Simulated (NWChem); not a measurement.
Everything below was run with NWChem. System: bicarbonate (CHO₃ (-1)), charge -1, spin multiplicity 1, at a geometry optimised with PBE/def2-SVP. Level: RHF/def2-TZVPD.

Job file:

```
start mol
memory heap 200 mb stack 900 mb global 1100 mb
charge -1
geometry units angstroms nocenter noautoz
  O      0.601646     1.143856     0.000000
  C     -0.040969    -0.170845     0.000000
  O     -1.299327    -0.100930     0.000000
  O      0.753412    -1.127646     0.000000
  H     -0.200031     1.702827     0.000000
  symmetry group Cs
end
basis spherical
  * library def2-tzvpd
end
scf
  rhf
  nopen 0
  maxiter 100
  thresh 1e-7
  semidirect memsize 60000000 filesize 0
end
task scf energy
```

Part of the output:

```
             Northwest Computational Chemistry Package (NWChem) 7.3.0
             --------------------------------------------------------

                                NWChem Input Module
                                -------------------

 Scaling coordinates for geometry "geometry" by  1.889725989
 (inverse scale =  0.529177249)

 Turning off AUTOSYM since
 SYMMETRY directive was detected!

                             Geometry "geometry" -> ""
                             -------------------------

 Output coordinates in angstroms (scale by  1.889725989 to convert to a.u.)

  No.       Tag          Charge          X              Y              Z
 ---- ---------------- ---------- -------------- -------------- --------------
    1 O                    8.0000     0.60164600     1.14385600     0.00000000
    2 C                    6.0000    -0.04096900    -0.17084500     0.00000000
    3 O                    8.0000    -1.29932700    -0.10093000     0.00000000
    4 O                    8.0000     0.75341200    -1.12764600     0.00000000
    5 H                    1.0000    -0.20003100     1.70282700     0.00000000

 Effective nuclear repulsion energy (a.u.)     111.9160364652

            Nuclear Dipole moment (a.u.)
            ----------------------------
        X                 Y               Z
 ---------------- ---------------- ----------------
     0.0000056692    -0.0000056692     0.0000000000

      Symmetry information
      --------------------

 Group name             Cs
 Group number              2
 Group order               2
 No. of unique centers     5

      Symmetry unique atoms

     1    2    3    4    5


 Summary of "ao basis" -> "" (spherical)
 ------------------------------------------------------------------------------
       Tag                 Description            Shells   Functions and Types
 ---------------- ------------------------------  ------  ---------------------
 *                         def2-tzvpd                 on all atoms

 Summary of "ao basis" -> "ao basis" (spherical)
 ------------------------------------------------------------------------------
       Tag                 Description            Shells   Functions and Types
 ---------------- ------------------------------  ------  ---------------------
 O                         def2-tzvpd               14       40   6s4p3d1f
 C                         def2-tzvpd               13       37   6s3p3d1f
 H                         def2-tzvpd                5        9   3s2p

                                 NWChem SCF Module
                                 -----------------

  ao basis        = "ao basis"
  functions       =   166
  atoms           =     5
  closed shells   =    16
  open shells     =     0
  charge          =  -1.00
  wavefunction    = RHF
  use symmetry    = T
  symmetry adapt  = T

 Summary of "ao basis" -> "ao basis" (spherical)
 ------------------------------------------------------------------------------
       Tag                 Description            Shells   Functions and Types
 ---------------- ------------------------------  ------  ---------------------
 O                         def2-tzvpd               14       40   6s4p3d1f
 C                         def2-tzvpd               13       37   6s3p3d1f
 H                         def2-tzvpd                5        9   3s2p

      Symmetry analysis of basis
      --------------------------

        a'        113
        a"         53

 Forming initial guess at       0.2s

      Superposition of Atomic Density Guess
      -------------------------------------

 Sum of atomic energies:        -262.52442771

 Renormalizing density from      31.00 to     32

      Non-variational initial energy
      ------------------------------

 Total energy =    -268.823138
 1-e energy   =    -601.401112
 2-e energy   =     220.661937
 HOMO         =      -0.025565
 LUMO         =       0.193516

      Symmetry analysis of molecular orbitals - initial
      -------------------------------------------------

  Numbering of irreducible representations:

     1 a'          2 a"

  Orbital symmetries:

     1 a'          2 a'          3 a'          4 a'          5 a'
     6 a'          7 a'          8 a'          9 a'         10 a'
    11 a"         12 a'         13 a"         14 a"         15 a'
    16 a'         17 a'         18 a'         19 a'         20 a"
    21 a'         22 a'         23 a"         24 a"         25 a'
    26 a'

 Starting SCF solution at       6.6s

 ----------------------------------------------
         Quadratically convergent ROHF

 Convergence threshold     :          1.000E-07
 Maximum no. of iterations :          100
 Final Fock-matrix accuracy:          1.000E-09
 ----------------------------------------------

              iter       energy          gnorm     gmax       time
             ----- ------------------- --------- --------- --------
                 1     -263.0343270803  1.83D+00  4.15D-01      7.9
                 2     -263.1970137969  3.61D-01  6.08D-02     10.5
                 3     -263.2060293777  3.45D-02  1.03D-02     14.4
                 4     -263.2061647492  5.45D-04  1.20D-04     20.7
                 5     -263.2061647822  1.37D-07  3.91D-08     32.3
                 6     -263.2061647822  7.01D-09  1.39D-09     37.2

       Final RHF  results
       ------------------

         Total SCF energy =   -263.206164782194
      One-electron energy =   -592.552183366675
      Two-electron energy =    217.429982119278
 Nuclear repulsion energy =    111.916036465203

        Time for solution =     30.7s

       Symmetry analysis of molecular orbitals - final
       -----------------------------------------------

  Numbering of irreducible representations:

     1 a'          2 a"

  Orbital symmetries:

     1 a'          2 a'          3 a'          4 a'          5 a'
     6 a'          7 a'          8 a'          9 a'         10 a'
    11 a"         12 a'         13 a"         14 a'         15 a'
    16 a"         17 a'         18 a'         19 a'         20 a"
    21 a'         22 a'         23 a"         24 a"         25 a'
    26 a'

             Final eigenvalues
             -----------------

              1
    1  -20.3829
    2  -20.3065
    3  -20.3036
    4  -11.1886
    5   -1.2245
    6   -1.1139
    7   -1.0881
    8   -0.5625
    9   -0.4724
   10   -0.4419
   11   -0.4097
   12   -0.3844
   13   -0.2862
   14   -0.2455
   15   -0.2216
   16   -0.2139
   17    0.1904
   18    0.2180
   19    0.2229
   20    0.2552
   21    0.2699
   22    0.2782
   23    0.2867
   24    0.2889
   25    0.2949
   26    0.3278

                       ROHF Final Molecular Orbital Analysis
                       -------------------------------------

 Vector   14  Occ=2.000000D+00  E=-2.454664D-01  Symmetry=a'
              MO Center= -6.0D-02, -2.5D-01, -1.1D-14, r^2= 2.4D+00
   Bfn.  Coefficient  Atom+Function         Bfn.  Coefficient  Atom+Function
  ----- ------------  ---------------      ----- ------------  ---------------
    85      0.244828  3 O  py               125      0.240433  4 O  py
    88      0.222170  3 O  py               128      0.214845  4 O  py
     8      0.183214  1 O  py                11      0.174094  1 O  py
    91      0.160259  3 O  py               124      0.157911  4 O  px

 Vector   15  Occ=2.000000D+00  E=-2.215720D-01  Symmetry=a'
              MO Center= -2.4D-01, -4.9D-01, -2.1D-14, r^2= 2.1D+00
   Bfn.  Coefficient  Atom+Function         Bfn.  Coefficient  Atom+Function
  ----- ------------  ---------------      ----- ------------  ---------------
    85      0.329715  3 O  py                88      0.295894  3 O  py
   124     -0.288752  4 O  px               127     -0.259230  4 O  px
    91      0.235985  3 O  py               130     -0.188912  4 O  px
   125     -0.153168  4 O  py

 Vector   16  Occ=2.000000D+00  E=-2.138588D-01  Symmetry=a"
              MO Center= -2.6D-01, -5.8D-01,  1.2D-15, r^2= 2.0D+00
   Bfn.  Coefficient  Atom+Function         Bfn.  Coefficient  Atom+Function
  ----- ------------  ---------------      ----- ------------  ---------------
    86      0.316349  3 O  pz               126     -0.315257  4 O  pz
    89      0.288457  3 O  pz               129     -0.287854  4 O  pz
    92      0.211495  3 O  pz               132     -0.200246  4 O  pz

 Vector   17  Occ=0.000000D+00  E= 1.903619D-01  Symmetry=a'
              MO Center= -8.3D-02,  1.8D+00,  5.3D-16, r^2= 1.4D+01
   Bfn.  Coefficient  Atom+Function         Bfn.  Coefficient  Atom+Function
  ----- ------------  ---------------      ----- ------------  ---------------
    46      9.664592  2 C  s                  6     -6.241048  1 O  s
    45      6.095927  2 C  s                 83     -5.725907  3 O  s
   123     -3.189623  4 O  s                 17      2.136297  1 O  py
    93     -1.244217  3 O  px                82     -0.966687  3 O  s
   160      0.889645  5 H  s                  5     -0.817846  1 O  s

 Vector   18  Occ=0.000000D+00  E= 2.179707D-01  Symmetry=a'
              MO Center=  4.3D-01, -8.3D-01,  2.0D-16, r^2= 1.8D+01
   Bfn.  Coefficient  Atom+Function         Bfn.  Coefficient  Atom+Function
  ----- ------------  ---------------      ----- ------------  ---------------
   123      9.020698  4 O  s                 46     -6.250643  2 C  s
    45     -5.261023  2 C  s                 83      4.190861  3 O  s
    54      2.805578  2 C  py                 6     -2.592932  1 O  s
   134      2.285214  4 O  py                17      2.128714  1 O  py
   122      1.941702  4 O  s                 66      1.470357  2 C  d -2

 Vector   19  Occ=0.000000D+00  E= 2.229123D-01  Symmetry=a'
              MO Center= -3.0D-01,  1.1D-01, -8.4D-17, r^2= 1.9D+01
   Bfn.  Coefficient  Atom+Function         Bfn.  Coefficient  Atom+Function
  ----- ------------  ---------------      ----- ------------  ---------------
    83      7.077175  3 O  s                123     -5.363838  4 O  s
    53      3.676025  2 C  px                 6     -3.605811  1 O  s
    93      2.733258  3 O  px               133      1.599197  4 O  px
    16      1.580642  1 O  px                82      1.543997  3 O  s
   122     -1.260613  4 O  s                134     -1.049337  4 O  py

 center of mass
 --------------
 x =   0.00614044 y =  -0.05233250 z =   0.00000000

 moments of inertia (a.u.)
 ------------------
         159.467548870885           2.633881376238           0.000000000000
           2.633881376238         149.742687866408           0.000000000000
           0.000000000000           0.000000000000         309.210236737293

  Mulliken analysis of the total density
  --------------------------------------

    Atom       Charge   Shell Charges
 -----------   ------   -------------------------------------------------------
    1 O    8     8.54   0.79  1.18  0.57  0.96  0.28 -0.02  1.83  2.06  0.83  0.03  0.00  0.03 -0.01  0.00
    2 C    6     5.27   0.86  1.12  0.52  0.45 -0.01 -0.00  1.08  0.83  0.01  0.08  0.25  0.03  0.03
    3 O    8     8.79   0.79  1.18  0.57  0.93  0.42  0.05  1.84  2.00  0.92  0.07  0.00  0.03 -0.01  0.00
    4 O    8     8.74   0.79  1.18  0.57  0.93  0.41  0.05  1.84  2.00  0.88  0.06  0.00  0.03 -0.00  0.00
    5 H    1     0.67   0.24  0.33  0.04  0.04  0.01

       Multipole analysis of the density wrt the origin
       ------------------------------------------------

     L   x y z        total         open         nuclear
     -   - - -        -----         ----         -------
     0   0 0 0     -1.000000      0.000000     31.000000

     1   1 0 0     -0.081219      0.000000      0.000006
     1   0 1 0      1.099587      0.000000     -0.000006
     1   0 0 1     -0.000000      0.000000      0.000000

     2   2 0 0    -25.242070      0.000000     74.967170
     2   1 1 0     -0.419513      0.000000     -1.930441
     2   1 0 1     -0.000000      0.000000      0.000000
     2   0 2 0    -21.160052      0.000000     84.977686
     2   0 1 1     -0.000000      0.000000      0.000000
     2   0 0 2    -17.908838      0.000000      0.000000

 Task  times  cpu:       37.3s     wall:       37.3s

 Total times  cpu:       37.3s     wall:       37.3s
```
